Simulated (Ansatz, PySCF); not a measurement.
This triplet is an excited state, 1.49 eV above the relaxed singlet at the level composite: frozen-core CCSD(T) with HF/cc-pVQZ and the correlation energy extrapolated as X^-3 from cc-pVTZ and cc-pVQZ, plus CCSDT(Q) minus CCSD(T) in cc-pVDZ // PBE0-D3(BJ)/def2-TZVP (Ansatz, an electronic-structure program).

Cartesian coordinates (Å):
```xyz
3

Si    -0.2573     0.5958     0.0000
Cl     1.6288    -0.2006     0.0000
H     -1.3716    -0.3953     0.0000
```
Charge 0, spin multiplicity 3.

Question: Predict the highest occupied spin orbital, dipole moment and total energy from PySCF 2.14.0 with PBE0-D3(BJ)/def2-TZVP.

Answer: 
| Property | Result |
|---|---|
| highest occupied spin orbital | -5.51 eV |
| dipole moment | 0.94 D |
| total energy | -749.9827 Ha |
